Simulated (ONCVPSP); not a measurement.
Scattering properties, ONCV potential for P (Z = 15)

phosphorus (P), optimised norm-conserving Vanderbilt (ONCV), made with ONCVPSP 4.0.1 (PBE, scalar-relativistic). Core [Ne], reference 3s1.5 3p3.5. Waves: 3s: rc 1.66 bohr, ncon 4, nbas 8, qcut 5.2 1/bohr, 2 projectors, debl 3.9 Ha; 3p: rc 1.80 bohr, ncon 3, nbas 6, qcut 4.2 1/bohr, 3 projectors, debl 2.7 Ha. Local part: polynomial inside 1.00 bohr (lpopt 5, dvloc0 6 Ha). Core correction: Teter function, fcfact 5.5, rcfact 1.3.

The phase is arctan(r·R′/R) of the radial function R(r), unwrapped; energies in Ha, scanned from -2 to 5 Ha. A pole is an energy at which the radial function vanishes at the test radius. The pseudo phase is shifted by a multiple of π to meet the all-electron one at the reference energy, and phase errors are pseudo minus all-electron; the curves can meet again beyond the range given. Levels narrower than the energy grid can be missing from the lists of poles.

```json
{"channel": "s", "radius (bohr)": "1.69", "reference energy (Ha)": "-0.53", "poles, all-electron": "1.65", "poles, pseudo": "1.65", "unbroken range about the reference energy with phases within 0.05 rad": "below 4.9", "phase error 1 Ha above the reference energy (rad)": "-0.000"}
{"channel": "p", "radius (bohr)": "1.83", "reference energy (Ha)": "-0.21", "poles, all-electron": "1.60", "poles, pseudo": "1.60", "unbroken range about the reference energy with phases within 0.05 rad": "the whole range", "phase error 1 Ha above the reference energy (rad)": "-0.000"}
```

Phases in the p channel:

```
E (Ha)  all-electron  pseudo
 -1.98         1.088   1.087
 -1.62         0.979   0.978
 -1.26         0.788   0.787
 -0.90         0.418   0.418
 -0.54        -0.229  -0.229
 -0.18        -0.830  -0.830
  0.18        -1.156  -1.156
  0.54        -1.330  -1.330
  0.90        -1.438  -1.438
  1.26        -1.513  -1.513
  1.62        -1.573  -1.574
  1.98        -1.627  -1.627
  2.34        -1.681  -1.681
  2.70        -1.743  -1.743
  3.06        -1.823  -1.823
  3.42        -1.944  -1.944
  3.78        -2.171  -2.171
  4.14        -2.692  -2.692
  4.50        -3.573  -3.573
  4.86        -4.099  -4.099
```
